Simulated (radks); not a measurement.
Question: The mean radii <r> (bohr) of the occupied orbitals of an atom or ion are listed with their occupations. All-electron calculation, Dirac Kohn-Sham, PBE, spin-unpolarised, spherical densities, point nucleus. Program: a radial shooting solver on a logarithmic mesh with Libxc functionals.

orbital  occ.      <r>
1s1/2       2  0.06355
2s1/2       2   0.2929
2p1/2       2   0.2579
2p3/2       4   0.2608
3s1/2       2   0.8977
3p1/2       2   0.9506
3p3/2       4   0.9592
3d3/2       4    1.226

Name the element and its charge. Open shells, if any, fill j = l - 1/2 first.

Answer: Z = 24, chromium, charge +2: Cr2+ in [Ar] 3d4. The 1s radius gives Z: for a bare nucleus <r> = (2 gamma + 1)/(2Z) with gamma = sqrt(1 - (Z/c)^2), 0.06186 bohr for Z = 24, and screening makes it slightly larger (0.06355 here). The occupations add up to 22, and the charge is Z minus that.
